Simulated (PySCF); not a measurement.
Si(CCH)(H)3 (C₂H₄Si), SMILES C(#C)[SiH3].

Geometry: TPSSh-D3(BJ)/def2-TZVP.

Computed with PySCF with TPSSh-D3(BJ)/def2-TZVP.

Frequencies are harmonic and unscaled.

Modes within 1.5 cm⁻¹ of each other (mostly degenerate sets) share a row, with their intensities summed.

```csv
mode,ν (cm⁻¹),IR (km/mol),moving atoms (share of kinetic energy)
1–2,230,12.0,"C 72 %, H 27 %"
3,635,43.4,"C 53 %, Si 40 %"
4–5,685,78.8,"H 75 %, C 15 %, Si 9 %"
6–7,716,118.2,"H 79 %, C 21 %"
8,943,289.4,"H 91 %, Si 9 %"
9–10,958,95.5,H 97 %
11,2135,32.1,"C 90 %, H 10 %"
12–14,2260,247.0,H 99 %
15,3449,40.8,"H 86 %, C 14 %"
```
